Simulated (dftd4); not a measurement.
F4OW, charge -1, doublet, at a GFN2-xTB geometry (such geometries of metal compounds can be far from the true shape) (the multiplicity is a formal guess).

Here is a job for dftd4.
```
$ dftd4 mol.xyz --func revpbe --charge -1 --json dftd4.json --noedisp --property

# file mol.xyz
6

W      0.06830354    -0.08411416     0.04394939
O      1.05674556    -1.30135662     0.67995486
F     -0.97134487    -0.69572284    -1.53092736
F      0.22087672     1.61990623     1.04804436
F      0.98756622     0.99128778    -1.34660359
F     -1.73803437    -0.06710439     0.86372059
```

Q: What does this run give for the dispersion energy, partial charges in atom order?

A: 
```yaml
dispersion_energy: -8.82 kcal/mol
partial_charges_in_atom_order: W1 1.26, O2 -0.67, F3 -0.40, F4 -0.40, F5 -0.40, F6 -0.40
```
